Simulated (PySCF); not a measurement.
# Ta³⁺ (tantalum, charge +3) across methods

[Xe] 4f14 5d2, high-spin 3F determinant. Calculation: PySCF 2.14, in aug-cc-pwCVTZ-PP with ECP60MDF; scalar relativity through the core potential. The B2PLYP total includes its PT2 part (frozen core); its orbital energies are those of the SCF part.

| method | E (hartree) | mean ε 5p α (eV) | mean ε 5p β (eV) | mean ε 5d α (eV) | Σ⟨r²⟩ (bohr²) | ⟨S²⟩ |
| --- | --- | --- | --- | --- | --- | --- |
| r2SCAN | -55.6043 | -68.318 | -66.648 | -30.518 | 21.94 | 2.001 |
| PBE0 | -55.5693 | -69.909 | -68.107 | -31.730 | 21.98 | 2.001 |
| LC-wPBE | -55.6072 | -72.634 | -70.976 | -34.531 | 21.91 | 2.001 |
| PBE | -55.5860 | -67.216 | -65.880 | -30.250 | 22.04 | 2.001 |
| LDA | -55.3938 | -67.103 | -65.790 | -30.099 | 22.19 | 2.000 |
| UHF | -55.16359 | -76.973 | -73.551 | -35.486 | 22.00 | 2.004 |
| B2PLYP | -55.4245 | -72.555 | -70.198 | -33.078 | 22.01 | 2.002 |

Estimate the same row for B97-3.

E (hartree) = -55.6003; mean ε 5p α (eV) = -70.059; mean ε 5p β (eV) = -68.361; mean ε 5d α (eV) = -31.594; Σ⟨r²⟩ (bohr²) = 21.92; ⟨S²⟩ = 2.001.

Energies and moments cover only the electrons outside the core potential. Spin-orbit coupling, absent here, splits the open shell strongly.
